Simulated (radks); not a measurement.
Task: Ta63+, 10 electrons, occupied as [Ne] (the NIST ground configuration). All-electron calculation, scalar-relativistic Kohn-Sham, PBEsol, spin-polarised, spherical densities, finite nucleus; Fermi nuclear charge, rms radius 5.3507 fm. Program: a radial shooting solver on a logarithmic mesh with Libxc functionals. Some entries of the table are withheld. Estimate them.

| orbital | occ. | eigenvalue (eV) | <r> (bohr) |
|---|---|---|---|
| 1s | 2 | (1) | (2) |
| 2s | 2 | (3) | (4) |
| 2p | 6 | -15374.90 | (5) |

Result: 
(1) 1s eigenvalue (eV): -72834.49
(2) 1s <r> (bohr): 0.01865
(3) 2s eigenvalue (eV): -16752.04
(4) 2s <r> (bohr): 0.07772
(5) 2p <r> (bohr): 0.06918
